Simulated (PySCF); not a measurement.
A structure optimised at PBE-D3(BJ)/def2-TZVP, used in a PySCF frequency run:

```xyz
9

C      0.8706     0.0000     0.0000
C     -0.4353    -0.7540     0.0000
C     -0.4353     0.7540     0.0000
H      1.4620     0.0000     0.9154
H      1.4620     0.0000    -0.9154
H     -0.7310    -1.2662    -0.9154
H     -0.7310    -1.2662     0.9154
H     -0.7310     1.2662     0.9154
H     -0.7310     1.2662    -0.9154
```

**Question.** Write its SMILES, formula and point group.

**Answer.** C1CC1, C₃H₆, D3h

**Question.** What are its rotational constants (standard atomic weights)?

**Answer.** 20.064, 20.064, 12.559 GHz
